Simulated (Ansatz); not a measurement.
Reactions of Cl2F2H3NSi2, SMILES `F[SiH2]N[Si](F)(Cl)Cl`.

Calculated with Ansatz (gas phase, PBE0-D4/def2-TZVP geometries, no zero-point term in ΔE). CBS: MP2 limit from def2 TZ/QZ plus the TZ coupled-cluster correction, frozen cores. This one scheme is used for every species. Each species was taken in one conformer, which may not be the lowest.

```csv
reaction,CCSD(T)/CBS(def2) (kcal/mol)
`F[SiH2]N[Si](F)(Cl)Cl` + `O[SiH2][SiH2]Cl` → `O[SiH2][Si](F)(Cl)Cl` + `F[SiH2]N[SiH2]Cl`,2.1
`F[SiH2]N[Si](F)(Cl)Cl` + `O[SiH2][O][AlH2]` → `O[SiH2]O[Si](F)(Cl)Cl` + `F[SiH2][NH][AlH2]`,?
`F[SiH2]N[Si](F)(Cl)Cl` + PH₃ → `F[SiH2]P` + `N[Si](F)(Cl)Cl`,13.4
`F[SiH2]N[Si](F)(Cl)Cl` + `N[SiH](O)F` → `N[Si](F)(Cl)Cl` + `O[SiH](F)N[SiH2]F`,-0.6
`F[SiH2]N[Si](F)(Cl)Cl` + `[AlH3]` → `F[SiH](Cl)Cl` + `F[SiH2][NH][AlH2]`,-8.9
```

Fill in the missing values. (Best estimate.)

Computed: `F[SiH2]N[Si](F)(Cl)Cl` + `O[SiH2][O][AlH2]` → `O[SiH2]O[Si](F)(Cl)Cl` + `F[SiH2][NH][AlH2]`: 0.0 kcal/mol.

Largest T1 diagnostic: 0.013, for PH₃.
